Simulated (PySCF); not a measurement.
The vertical singlet excitations below were computed for one of the candidates. The calculation used TDDFT CAM-B3LYP/def2-SVPD, vertical, gas phase, core orbitals frozen in the response (PySCF). Geometries: GFN2-xTB, one conformer each.

```json
{"state": "S1", "E (eV)": "4.44", "f": "0.085", "main configurations (H = HOMO, L = LUMO)": "H→L (70%), H-2→L (24%)"}
{"state": "S2", "E (eV)": "4.90", "f": "0.042", "main configurations (H = HOMO, L = LUMO)": "H-2→L (52%), H→L (25%), H-3→L (10%)"}
{"state": "S3", "E (eV)": "5.22", "f": "0.085", "main configurations (H = HOMO, L = LUMO)": "H-1→L (79%)"}
{"state": "S4", "E (eV)": "5.74", "f": "0.079", "main configurations (H = HOMO, L = LUMO)": "H→L+1 (86%)"}
{"state": "S5", "E (eV)": "6.02", "f": "0.070", "main configurations (H = HOMO, L = LUMO)": "H-3→L (77%), H-2→L (12%)"}
{"state": "S6", "E (eV)": "6.18", "f": "0.0064", "main configurations (H = HOMO, L = LUMO)": "H→L+2 (76%)"}
{"state": "S7", "E (eV)": "6.22", "f": "0.086", "main configurations (H = HOMO, L = LUMO)": "H-1→L+1 (84%)"}
{"state": "S8", "E (eV)": "6.41", "f": "0.0030", "main configurations (H = HOMO, L = LUMO)": "H-1→L+2 (74%)"}
```

Triplets computed (Tamm–Dancoff): 2.67, 3.64, 3.81 eV.

Problem. Which structure fits?
A. `C=Pc1ccsc1`
B. `C=CC1=PC=CS1`
C. `C[Si@]([SiH3])(P)C[SiH3]`

Solution. A. Its S1 lies at 4.44 eV; the nearest of the others has S1 at 4.10 eV. S1 is HOMO→LUMO (70%), HOMO-2→LUMO (24%). Löwdin shares by element: HOMO carbon 52% or more, phosphorus 15% (atoms not listed hold the other 32%); LUMO carbon 47% or more, phosphorus 36% (atoms not listed hold the other 17%). At the same level the other candidates give, for their lowest levels:
- `C[Si@]([SiH3])(P)C[SiH3]`: 6.47 eV (f 0.272); 6.50 eV (f 0.020); 6.60 eV (f 0.131); 6.78 eV (f 0.005); 7.28 eV (f 0.106); T1 5.26 eV; HOMO -8.39, LUMO 0.76 eV
- `C=Cc1pccs1`: 4.10 eV (f 0.274); 4.73 eV (f 0.062); 4.99 eV (f 0.006); 5.65 eV (f 0.000); 5.96 eV (f 0.125); T1 2.32 eV; HOMO -7.56, LUMO -0.99 eV

The values belong to the conformer `[CH2:1]=[P:2][c:3]1[cH:4][cH:5][s:6][cH:7]1`: C1–P2–C3–C4 -145°.
